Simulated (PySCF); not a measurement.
H4PSi, SMILES [SiH3][PH], multiplicity 2. Coordinates come from a PBE0-D3(BJ)/def2-TZVP optimisation. The isomer is the one that the SMILES or the coordinates give; other isomers of the formula were not compared.

Calculation: PBE0-D3(BJ)/def2-TZVP (PySCF).

Harmonic wavenumbers (cm⁻¹): 184, 452, 476, 487, 768, 890, 932, 939, 2208, 2214, 2235, 2381. Rotational constants (GHz): 64.11, 5.804, 5.674; symmetry number 1.

Work out the zero-point energy and the ideal-gas rigid-rotor harmonic-oscillator thermochemistry at 298.15 K and 1 atm.

ZPE = ½ Σ hcν = ½ × 14166 cm⁻¹ = 84.73 kJ/mol. H − E(el) = 98.76 kJ/mol. Entropy in J/(mol K): translation 160.44, rotation 94.34, vibration 21.41, spin 5.76, total 281.95. G − E(el) = 14.69 kJ/mol. Cp = 66.49 J/(mol K).
